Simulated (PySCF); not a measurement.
## C₆ coefficients of unlike pairs at LC-wPBE

Calculated with PySCF 2.14 from the dipole response of each species, C₆(A,B) = (3/π) ∫ α_A(iu) α_B(iu) du, in atomic units, from isotropic polarisabilities. For ions this is the dispersion term alone; charge-induced terms of lower order in 1/R come first.

```tsv
species	configuration	basis	relativity	α (bohr³)	C₆ (like pair)
Tc	[Kr] 4d5 5s2 (6S)	aug-cc-pVTZ-PP with one added diffuse shell each of s, p, d, f, g type with ECP28MDF (7s7p6d4f3g)	core potential	102.0	1202
Te(2+)	[Kr] 4d10 5s2 5p2 (3P)	aug-cc-pVQZ-PP with ECP28MDF (7s7p5d3f2g)	core potential	14.88	97.13
Ni	[Ar] 3d8 4s2 (3F)	aug-cc-pVDZ (7s6p4d2f)	none	54.18	448.8
Zr(2+)	[Kr] 4d2 (3F)	def2-TZVPPD with the def2 core potential (28 electrons) (6s4p3d2f1g)	core potential	11.56	57.48
```

Question: Estimate C₆ for Te(2+) with Tc.

Answer: The integral gives 298.2. The combination rule 2 C_A C_B / (C_A α_B/α_A + C_B α_A/α_B) gives 277.5 and the geometric mean 341.7.

No spin-orbit coupling is included.

The other pairs:

| pair | C₆ |
| --- | --- |
| Zr(2+), Ni | 142.2 |
| Ni, Te(2+) | 188.0 |
| Zr(2+), Te(2+) | 74.39 |
| Ni, Tc | 731.0 |
| Zr(2+), Tc | 226.0 |
